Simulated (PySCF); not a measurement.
**Radial density of Se (selenium, neutral)**

UHF, [Ar] 3d10 4s1 4p5, high-spin 3P determinant (an excited configuration). All numbers are calculated (PySCF 2.14, no relativity, point nucleus, in def2-QZVPPD).

| r (bohr) | 4πr²ρ (e/bohr) | 4πr²(ρα − ρβ) |
| --- | --- | --- |
| 0.000699 | 0.1582 | 0.0001 |
| 0.00117 | 0.4332 | 0.0003 |
| 0.00198 | 1.161 | 0.0008 |
| 0.00332 | 2.996 | 0.0020 |
| 0.00559 | 7.268 | 0.0048 |
| 0.00941 | 15.88 | 0.0104 |
| 0.0158 | 29.17 | 0.0185 |
| 0.0266 | 40.48 | 0.0233 |
| 0.0448 | 38.45 | 0.0222 |
| 0.0753 | 34.85 | 0.0538 |
| 0.127 | 48.32 | 0.1021 |
| 0.213 | 36.26 | -0.0182 |
| 0.358 | 28.46 | 0.1794 |
| 0.603 | 28.34 | 0.0601 |
| 1.01 | 7.250 | 0.4831 |
| 1.70 | 3.486 | 1.4352 |
| 2.87 | 1.470 | 0.3323 |
| 4.82 | 0.1341 | -0.0314 |
| 8.11 | 0.001614 | -0.0012 |

Where is the radial spin density 4πr²(ρα − ρβ) most negative, and why is it negative at all?

Around r = 4.82 bohr, down to -0.0314 e/bohr: exchange with the open shell polarises the paired shells in an unrestricted calculation.
